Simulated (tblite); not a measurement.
Run record: tight-binding relaxation, `[H]/N=C\[C@H](C)[SiH2][GeH2][CH3]`.

Computed with GFN2-xTB geometry optimisation, gas phase (tblite 0.8.0). Start geometry: from a force field or distance geometry. The input is one job of a driver script: a line of settings, then coordinates in Å.

Command:
```bash
OMP_NUM_THREADS=1 python probes_run.py task.json out
```

Input:
```
{"job": {"kind": "relax", "xc": "GFN2-xTB", "basis": "xTB"}, "charge": 0, "multiplicity": 1}
C      3.437800     0.386500    -0.397600
Ge     1.519600     0.818300    -0.319800
Si     0.289700    -1.086000    -0.247300
C     -1.547500    -0.786500     0.009600
C     -1.850300    -0.086800     1.298600
C     -2.212400    -0.225000    -1.195700
N     -2.332700     1.024100    -1.416800
H      3.758000     0.281200    -1.452200
H      3.671200    -0.507400     0.197200
H      4.043200     1.234600     0.021000
H      1.341300     1.740000     0.907700
H      1.175400     1.666300    -1.551900
H      0.434100    -1.859600    -1.493500
H      0.730100    -1.901200     0.884700
H     -1.997800    -1.799300     0.111700
H     -1.954000     1.013400     1.242300
H     -1.061700    -0.270500     2.062600
H     -2.822300    -0.507200     1.686900
H     -2.609100    -0.911100    -1.933000
H     -2.017700     1.786700    -0.827400
```

Task: Estimate the output.

Result: 
```
step      E/eV     max force
  0    -590.79481    2.741
  1    -590.98001    2.536
  2    -591.06108    0.950
  3    -591.10598    0.477
  4    -591.13606    0.343
  5    -591.14518    0.274
  6    -591.15883    0.279
  7    -591.16899    0.245
  8    -591.18004    0.247
  9    -591.18659    0.228
... (128 lines left out)
138    -591.30718    0.011
139    -591.30721    0.013
140    -591.30725    0.016
141    -591.30729    0.019
142    -591.30733    0.017
143    -591.30738    0.017
144    -591.30744    0.014
145    -591.30747    0.012
146    -591.30750    0.010
147    -591.30752    0.009
```

«max force» is the largest atomic force in eV/Å.

Task: From which step on does the largest force stay under 0.1 eV/Å, and how much energy is left to gain from there?

Result: From step 51 (0.069 eV/Å), 15.9 meV above the end.

Main results: energy lowered by 11.8 kcal/mol over 147 steps; largest atomic force 0.009 eV/Å at the end.

Task: Where do the atoms end?

Result: 0.396 Å rms from the input after alignment:
```
atom  x, y, z in Å
C1     3.3954    0.5057   -0.5440
Ge2    1.4680    0.8076   -0.2622
Si3    0.2803   -1.2113   -0.1559
C4    -1.6055   -0.8745    0.0173
C5    -1.9011   -0.1202    1.3082
C6    -2.0142   -0.1374   -1.2095
N7    -2.1979    1.0942   -1.3753
H8     3.5673   -0.0353   -1.4714
H9     3.8135   -0.0851    0.2675
H10    3.9445    1.4420   -0.5951
H11    1.3457    1.6460    0.9943
H12    0.9981    1.7579   -1.3337
H13    0.4861   -2.0280   -1.3580
H14    0.6815   -2.0258    1.0000
H15   -2.1225   -1.8372    0.0288
H16   -1.3087    0.7939    1.3736
H17   -1.6601   -0.7385    2.1701
H18   -2.9562    0.1493    1.3659
H19   -2.1335   -0.7560   -2.0970
H20   -2.0861    1.6634   -0.5366
```

Hardware: Arm Neoverse V1, one thread, shared host with 32 logical CPUs at a one-minute load of 17. Cost: 1.3 s wall.
Labels such as C1 count atoms from 1, the log's own numbers from 0.
